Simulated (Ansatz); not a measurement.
AsAsAsAs tetrahedron (As4). Charge 0, multiplicity 3. Geometry PBE-D4/def2-SVP, that of the neutral singlet; atoms count from 1.

| atom | x (Å) | y (Å) | z (Å) |
| --- | --- | --- | --- |
| As1 | 1.460 | -0.322 | -0.196 |
| As2 | -0.136 | 1.386 | 0.578 |
| As3 | -0.711 | -0.063 | -1.329 |
| As4 | -0.613 | -1.002 | 0.946 |

At PBE0-D4/def2-TZVP a singlet of charge 0 lies 3.75 eV below the triplet at the same geometry.

Q: Estimate the Mulliken populations from the PBE0/def2-TZVP orbitals of Ansatz.

A: 
```tsv
atom	charge (e)	spin (α − β)
As1	-0.01	0.88
As2	-0.01	0.88
As3	0.01	0.12
As4	0.01	0.12
```
Mulliken values and Mayer orders depend strongly on the basis.

Q: Where does the spin sit?

A: Summed by element: As 2.00, of 2 unpaired in all. Largest on single atoms: As1 0.88, As2 0.88, As3 0.12.

Q: And the Mayer bond orders between bonded heavy atoms (over 0.3)?

A: As1–As2 0.34 (2.46 Å); As1–As3 1.01 (2.46 Å); As1–As4 1.01 (2.46 Å); As2–As3 1.01 (2.46 Å); As2–As4 1.01 (2.46 Å); As3–As4 0.97 (2.46 Å).
